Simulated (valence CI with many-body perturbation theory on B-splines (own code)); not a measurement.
## Forbidden lines of Nd⁴⁴⁺

Method: valence CI with perturbative core correlation (CI+MBPT): six valence electrons over a frozen Dirac-Fock core [Ne], radial functions for each j: 9 s, 9 p, 8 d, 6 f, 3 g, 1 h, with the one-electron correlation potential Σ1 (screened to all orders), the two-electron term Σ2, the three-electron term Σ3, Breit, model QED; selected single and double excitations, second order for the rest, scaled by the run's own slope (own B-spline code, finite nucleus).

The last digits are not significant, and no measured levels were compared; by estimate large intervals hold to a few tenths of a per cent, small ones and those within an open d or f shell to about a per cent. Among the levels kept, up to 1100 cm⁻¹ of a level comes from second order outside the variational space, and about a tenth of that is noise between levels of different J, which matters for small intervals.

Lines 1 to 25 of 25 in falling wavelength, among levels below 27.992 Ry, chosen from the decays that carry over 1 % of a level's rate. Wavelengths and rates use the calculated energies. Electric multipoles are in the length gauge with retardation, E1 and E2 with the static RPA response of the core. M1 uses the relativistic operator with retardation. Weak lines are less certain than strong ones. Lines between different terms over intervals too small for the method are left out, as are lines whose strength nearly cancels.

Levels are named by their leading jj configuration (3d3/2^4 stands for four electrons in 3d with j = 3/2), which in mixed levels can hold well under half, so a name can repeat and another be missing. Letters in brackets count levels of one name in rising energy.

```
λ vac (Å)                               Upper                               Lower  Type   A (s⁻¹)  Branch %
    837.0          (3s^2 3p1/2^2 3p3/2^2) J=0          (3s^2 3p1/2^2 3p3/2^2) J=2    E2  8.69e+00     100.0
    466.8  (3s^2 3p1/2 3p3/2^2 3d5/2) J=4 [b]      (3s^2 3p1/2 3p3/2^2 3d3/2) J=4    M1  3.74e+04       1.1
    464.6      (3s^2 3p1/2^2 3p3/2 3d5/2) J=4      (3s^2 3p1/2^2 3p3/2 3d3/2) J=3    M1  1.25e+05      96.4
    422.4      (3s^2 3p1/2 3p3/2^2 3d5/2) J=5      (3s^2 3p1/2 3p3/2^2 3d3/2) J=4    M1  1.45e+05       4.3
    365.0  (3s^2 3p1/2 3p3/2^2 3d5/2) J=4 [b]  (3s^2 3p1/2 3p3/2^2 3d3/2) J=3 [a]    M1  1.13e+05       3.4
    153.4      (3s^2 3p1/2 3p3/2^2 3d3/2) J=4      (3s^2 3p1/2^2 3p3/2 3d5/2) J=3    M1  1.11e+05       3.6
    126.4  (3s^2 3p1/2 3p3/2^2 3d5/2) J=4 [a]      (3s^2 3p1/2^2 3p3/2 3d5/2) J=3    M1  4.14e+06      25.1
    124.3      (3s^2 3p1/2 3p3/2^2 3d3/2) J=4      (3s^2 3p1/2^2 3p3/2 3d5/2) J=4    M1  6.75e+04       2.2
    115.5  (3s^2 3p1/2 3p3/2^2 3d5/2) J=4 [b]      (3s^2 3p1/2^2 3p3/2 3d5/2) J=3    M1  1.41e+06      43.2
    111.4            (3s^2 3p1/2 3p3/2^3) J=1          (3s^2 3p1/2^2 3p3/2^2) J=0    M1  4.96e+06      23.0
    105.9  (3s^2 3p1/2 3p3/2^2 3d5/2) J=4 [a]      (3s^2 3p1/2^2 3p3/2 3d5/2) J=4    M1  1.19e+07      72.1
    98.86  (3s^2 3p1/2 3p3/2^2 3d5/2) J=4 [b]      (3s^2 3p1/2^2 3p3/2 3d5/2) J=2    E2  4.76e+04       1.5
    98.33            (3s^2 3p1/2 3p3/2^3) J=1          (3s^2 3p1/2^2 3p3/2^2) J=2    M1  1.65e+07      76.6
    98.16  (3s^2 3p1/2 3p3/2^2 3d5/2) J=4 [b]      (3s^2 3p1/2^2 3p3/2 3d5/2) J=4    M1  1.56e+06      47.6
    98.16  (3s^2 3p1/2 3p3/2^2 3d5/2) J=4 [b]      (3s^2 3p1/2^2 3p3/2 3d5/2) J=4    E2  5.98e+04       1.8
    98.06      (3s^2 3p1/2 3p3/2^2 3d3/2) J=4      (3s^2 3p1/2^2 3p3/2 3d3/2) J=3    M1  2.73e+06      89.8
    98.06      (3s^2 3p1/2 3p3/2^2 3d3/2) J=4      (3s^2 3p1/2^2 3p3/2 3d3/2) J=3    E2  8.39e+04       2.8
    96.04      (3s^2 3p1/2 3p3/2^2 3d5/2) J=5      (3s^2 3p1/2^2 3p3/2 3d5/2) J=4    M1  3.11e+06      92.3
    96.04      (3s^2 3p1/2 3p3/2^2 3d5/2) J=5      (3s^2 3p1/2^2 3p3/2 3d5/2) J=4    E2  8.36e+04       2.5
    93.36      (3s^2 3p1/2 3p3/2^2 3d3/2) J=4      (3s^2 3p1/2^2 3p3/2 3d3/2) J=2    E2  4.29e+04       1.4
    92.65            (3s^2 3p1/2 3p3/2^3) J=2          (3s^2 3p1/2^2 3p3/2^2) J=2    M1  1.05e+07      98.2
    92.65            (3s^2 3p1/2 3p3/2^3) J=2          (3s^2 3p1/2^2 3p3/2^2) J=2    E2  1.65e+05       1.5
    88.84                  (3s^2 3p3/2^4) J=0            (3s^2 3p1/2 3p3/2^3) J=1    M1  4.67e+07      87.0
    86.26  (3s^2 3p1/2 3p3/2^2 3d5/2) J=4 [a]      (3s^2 3p1/2^2 3p3/2 3d3/2) J=3    M1  3.96e+05       2.4
    58.63      (3s^2 3p1/2^2 3p3/2 3d5/2) J=4          (3s^2 3p1/2^2 3p3/2^2) J=2    M2  4.68e+03       3.6
```
